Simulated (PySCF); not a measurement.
Substituent effects on chemical shifts

Parent skeleton `[NH2:1][SiH2:2][O:3][SiH3:4]`; one hydrogen on atom 1 is replaced by X. Hydrogens on one atom are averaged.

Computational details: geometry from GFN2-xTB, shielding tensors at PBE0/pcSseg-1 (GIAO), in PySCF (a single conformation, fast rotation and ring inversion assumed for equivalent nuclei, in vacuum, non-relativistic Hamiltonian).

δ = σ(ref) − σ, references computed at the same level: ¹⁵N vs NH3; ²⁹Si, ¹H vs TMS; H2O for ¹⁷O.

Question: Give δ (ppm) for X = cPr, tBu, allyl, CHO, C2H5, iPr, Ph.

Answer: 
```tsv
X	SMILES	N1	Si2	O3	Si4	H(Si2)	H(Si4)
cPr	[SiH3]O[SiH2]NC1CC1	55.1	-40.1	18.9	-44.9	5.14	5.23
tBu	CC(C)(C)N[SiH2]O[SiH3]	65.8	-40.2	10.1	-47.4	5.44	5.12
allyl	C=CCN[SiH2]O[SiH3]	46.3	-37.2	16.6	-45.2	5.26	5.16
CHO	O=CN[SiH2]O[SiH3]	135.1	-36.6	8.0	-41.7	5.43	5.18
C2H5	CCN[SiH2]O[SiH3]	47.4	-37.2	14.2	-45.4	5.24	5.15
iPr	CC(C)N[SiH2]O[SiH3]	58.4	-39.3	10.1	-45.8	5.26	5.14
Ph	[SiH3]O[SiH2]Nc1ccccc1	81.4	-36.0	12.0	-41.6	5.57	5.22
```

Question: Which position responds most, and to which substituents?

Answer: N1: from 46.3 ppm with allyl to 135.1 ppm with CHO.

Experimental scales use liquid or dissolved standards, which lie at an offset from isolated NH3 (liquid NH3: subtract about 20 ppm) and H2O (liquid H2O: subtract about 36 ppm).
